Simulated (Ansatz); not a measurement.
```yaml
crystal:
  periodic: [false, false, false]
  atoms:
    - {symbol: C, position_ang: [4.267191, 0.371638, 0.094721]}
    - {symbol: C, position_ang: [3.900013, -0.987052, 0.197167]}
    - {symbol: C, position_ang: [2.538738, -1.402762, 0.189532]}
    - {symbol: C, position_ang: [1.573864, -0.402251, 0.079204]}
    - {symbol: C, position_ang: [1.956287, 1.008015, -0.025146]}
    - {symbol: C, position_ang: [3.288279, 1.402674, -0.018250]}
    - {symbol: C, position_ang: [0.523732, 1.380286, -0.099140]}
    - {symbol: C, position_ang: [-0.435762, 2.383922, -0.211342]}
    - {symbol: C, position_ang: [-1.790358, 1.984104, -0.216765]}
    - {symbol: C, position_ang: [-2.195888, 0.608917, -0.114760]}
    - {symbol: C, position_ang: [-3.566168, 0.230143, -0.123697]}
    - {symbol: C, position_ang: [-3.970325, -1.109565, -0.024851]}
    - {symbol: C, position_ang: [-2.999123, -2.130323, 0.086563]}
    - {symbol: C, position_ang: [-1.638037, -1.809011, 0.102055]}
    - {symbol: C, position_ang: [-1.192769, -0.456428, 0.002944]}
    - {symbol: C, position_ang: [0.150179, -0.022889, 0.006788]}
    - {symbol: H, position_ang: [5.336278, 0.641975, 0.103180]}
    - {symbol: H, position_ang: [4.692646, -1.749501, 0.283160]}
    - {symbol: H, position_ang: [2.281866, -2.471964, 0.271137]}
    - {symbol: H, position_ang: [3.598638, 2.458398, -0.096791]}
    - {symbol: H, position_ang: [-0.171518, 3.452291, -0.290460]}
    - {symbol: H, position_ang: [-2.584978, 2.744269, -0.302621]}
    - {symbol: H, position_ang: [-4.324574, 1.027443, -0.212984]}
    - {symbol: H, position_ang: [-5.042539, -1.366137, -0.035189]}
    - {symbol: H, position_ang: [-3.317200, -3.183589, 0.165548]}
    - {symbol: H, position_ang: [-0.878471, -2.602599, 0.190019]}
basis:
  gaussian: {orbitals: def2-TZVP, initial_orbitals: start.molden}
total_charge: -1
magnetization: {spin_polarized: true, initial_magnetization: 1}
hamiltonian: {xc: pbe0, dispersion: d4}
scf: {omitted_lower_state_checks: [starts]}
output: {orbitals: {seedname: orbitals}}
```

The file start.molden holds the orbitals of an earlier run on this structure, at another level or in another basis.

```sh
$ ansatz run in.yaml --threads 4 --pin off --events-out ev --progress --plain --max-ram 9574MiB
```

Q: Does this run fit into the memory that it is given?

A: No. It has 556 basis functions, and Ansatz plans for 9.48 GiB where 9.34 GiB are given.
